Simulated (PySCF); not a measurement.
Species: `C[S+](C)[AlH2-][C](Cl)(Cl)Cl`. The columns A, B, C and D hold Mulliken, IAO, Hirshfeld and ESP-fitted charges (e) of one PBE0/pcSseg-1 density (PySCF), in a shuffled order. Coordinates in Å (PBE0-D3(BJ)/def2-SVP); the density's dipole moment is (-6.15, -1.39, 0.58) D.

```csv
atom,x,y,z,A,B,C,D
C1,-0.980,-1.647,-0.084,-0.445,-0.102,-0.383,-0.502
S2,-0.656,-0.169,0.899,+0.042,+0.166,-0.090,+0.313
C3,-2.133,0.813,0.554,-0.514,-0.096,-0.388,-0.501
Al4,0.930,1.096,-0.470,+0.581,+0.265,+0.828,+0.511
C5,2.606,0.057,-0.059,-0.403,-0.050,-0.521,-0.311
Cl6,2.553,-1.618,-0.715,-0.013,-0.053,-0.036,-0.060
Cl7,2.900,-0.033,1.702,-0.003,-0.063,-0.014,-0.040
Cl8,3.958,0.930,-0.847,+0.021,-0.051,-0.013,-0.029
H9,-0.078,-2.268,-0.009,+0.194,+0.048,+0.192,+0.185
H10,-1.148,-1.379,-1.136,+0.176,+0.057,+0.174,+0.167
H11,-1.844,-2.181,0.334,+0.199,+0.057,+0.168,+0.165
H12,-3.015,0.303,0.965,+0.217,+0.059,+0.171,+0.168
H13,-1.998,1.778,1.060,+0.209,+0.067,+0.185,+0.183
H14,-2.250,0.975,-0.527,+0.192,+0.060,+0.174,+0.164
H15,0.317,0.834,-1.922,-0.232,-0.182,-0.225,-0.211
H16,0.815,2.503,0.267,-0.222,-0.181,-0.222,-0.202
```

Which column most likely holds the ESP-fitted charges?

A. Σ q r misses the density's dipole by 0.15 D (A), 1.10 D (D), 1.50 D (B), 2.32 D (C). Charges fitted to the outside potential are the only set here that is tied to the molecule's multipoles.

And the Hirshfeld charges?

B. The mean sizes are 0.097 e (B), 0.229 e (A), 0.232 e (D), 0.237 e (C), and Hirshfeld charges are commonly the smallest of these schemes.

As computed, A = ESP-fitted, B = Hirshfeld, C = Mulliken, D = IAO. Hydrogens on carbon: ESP-fitted +0.18 to +0.22, Hirshfeld +0.05 to +0.07, Mulliken +0.17 to +0.19, IAO +0.16 to +0.18 e.

The Mulliken scheme counts on each atom the diagonal of the density matrix times the overlap matrix over that atom's basis functions. The IAO scheme projects the occupied orbitals on a minimal set of polarised atomic orbitals and counts the electrons in each atom's part of it.

One conformer (not necessarily the lowest) at the PBE0-D3(BJ)/def2-SVP geometry, without solvent, vibrations or thermal averaging.

The run behind these numbers computed NMR shieldings as well. The run took 44 s wall on Arm Neoverse V1, one thread (shared host), and the process peaked at 1.2 GiB of memory.

Shape of the structure used: `[CH3:1][S+:2]([CH3:3])[AlH2-:4][C:5]([Cl:6])([Cl:7])[Cl:8]`: C1–S2–Al4–C5 -78°, S2–Al4–C5–Cl6 67°.
